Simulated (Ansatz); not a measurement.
Molecule: sum formula InH2F, charge 0, multiplicity 1. 
Coordinates optimised at B3LYP-D3(BJ)/def2-TZVP (Ansatz, a first-principles code):
```
In
F 1 1.9763
H 1 1.7067 2 109.99
H 1 1.7067 3 140.02 2 180.00
```

Computed values are from Ansatz. Correlated levels leave the core frozen unless marked. UHF or UKS for open shells. No spin-orbit coupling. The frozen core is the preceding noble-gas configuration, with the filled d and f shells of earlier blocks. Past Kr the def2 sets carry scalar-relativistic core potentials. CBS marks a two-point X^-3 extrapolation of the correlation energy; Hartree-Fock from the larger set.

```yaml
atomisation energy De: 224.0 kcal/mol at CCSD(T)/CBS(def2-TZVPPD,def2-QZVPPD)
total_energy: -290.2784 Eh at CCSD(T)/CBS(def2-TZVPPD,def2-QZVPPD)
dipole_moment: 3.35 D at CCSD(T)/def2-SVPD
T1 diagnostic: 0.014 at CCSD/def2-QZVPPD
```
